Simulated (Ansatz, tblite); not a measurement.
Cost and result up the ladder for GaH2(SMe) (CH₅GaS) (8 atoms). Charge 0, multiplicity 1. Geometry: PBE0-D4/def2-TZVP.

```xyz
8

Ga    0.2602    0.3902   -1.6975
H     1.7418    0.4758   -1.2004
H    -0.2574    0.6318   -3.1483
S    -1.2421   -0.1235   -0.1973
C    -0.2666   -0.3126    1.3256
H     0.8000   -0.2053    1.1313
H    -0.4571   -1.3009    1.7426
H    -0.5788    0.4445    2.0442
```

Ansatz on 4 threads of Arm Neoverse V2 on a shared host; xTB runs through tblite on one thread. Times are rough, summed over both states, and most runs start from the orbitals of an earlier one. PBE0-D4/def2-TZVP serves as the yardstick here, not as an exact answer. The other state is a triplet.

The xTB rows come from tblite. HOMO above LUMO, or a gap near zero within one spin, warns that the state may not be the lowest or that an electron is smeared out.

xTB has no spin-polarisation term.

```csv
level,functions,wall time
GFN2-xTB,27,0.007 s
GFN1-xTB,32,0.008 s
PBE-D4/def2-TZVP,146,3.9 s
PBE0-D4/def2-TZVP,146,5.4 s
r2SCAN-D4/def2-TZVP,146,8.5 s
```

Estimate what each level gives for the vertical triplet (eV).


```
              level  vertical triplet (eV)  difference from PBE0-D4/def2-TZVP (eV)                                  remarks
           GFN2-xTB                   4.90                                    0.70                                        –
           GFN1-xTB                   5.97                                    1.77                                        –
   PBE-D4/def2-TZVP                   4.16                                   -0.03  gap within one spin near zero (triplet)
  PBE0-D4/def2-TZVP                   4.20                                    0.00                                        –
r2SCAN-D4/def2-TZVP                   4.08                                   -0.12                                        –
```
